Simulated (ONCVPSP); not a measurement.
## praseodymium: from the effect back to the setting (ONCV)

Base potential:

praseodymium (Pr), optimised norm-conserving Vanderbilt (ONCV), made with ONCVPSP 4.0.1 (LDA (Perdew-Wang 92), scalar-relativistic). Core [Kr] 4d10 4f2, reference 5s2 5p6 5d1 6s2. Waves: 5s+6s: rc 2.15 bohr, ncon 4, nbas 8, qcut 4.5 1/bohr, 2 projectors; 5p: rc 1.85 bohr, ncon 4, nbas 7, qcut 3.8 1/bohr, 2 projectors, debl 1.4 Ha; 5d: rc 3.75 bohr, ncon 3, nbas 7, qcut 4.4 1/bohr, 2 projectors, debl 3 Ha; f scattering state at 0.13 Ha: rc 2.80 bohr, ncon 5, nbas 8, qcut 4.6 1/bohr, 2 projectors, debl 3.8 Ha. Local part: polynomial inside 1.60 bohr (lpopt 1, dvloc0 1 Ha). Core correction: polynomial model core, fcfact 0.55.

Cutoffs, loose and tight: the cutoffs (Ha) at which the residual kinetic energy of the hardest occupied pseudo-wave falls to 1 and 0.1 mHa per electron. They do not see the model core or the augmentation charge, which bear on the density cutoff. Test errors are all-electron minus pseudo excitation energies from the reference, over the configurations 5s2 5p6 5d1 6s1; 5s2 5p6 5d1 6s0; 5s2 5p6 5d0 6s0; 5s1 5p6 5d1 6s2; variants that change the core or the reference have their own tests.

Only the scale of all radii but the core radius (base = 1) is moved (2 further runs of the sweep failed or gave no value and are left out):

```
scale of all radii but the core radius (base = 1)  cutoff, loose  cutoff, tight  bound ghosts  largest test error (meV)
                                             0.91          44 Ha          53 Ha             f                      -231
                                             1.02          33 Ha          42 Ha          none                      -299
                                             1.08          24 Ha          36 Ha          none                      -343
                                             1.13          15 Ha          32 Ha          none                      -386
                                             1.19         6.7 Ha          26 Ha          none                      -452
                                             1.26         5.9 Ha          13 Ha          none                      -547
                                             1.32         5.4 Ha         7.7 Ha          none                      -645
```

Task: One more run gave cutoff, loose: 40 Ha; cutoff, tight: 48 Ha; bound ghosts: none; largest test error (meV): -215. Which value of the scale of all radii but the core radius (base = 1) was used?

Result: 0.96. The loose cutoff moves one way along this sweep, from 44 Ha at 0.91 to 5.4 Ha at 1.32, which places the run between 0.91 and 1.02.
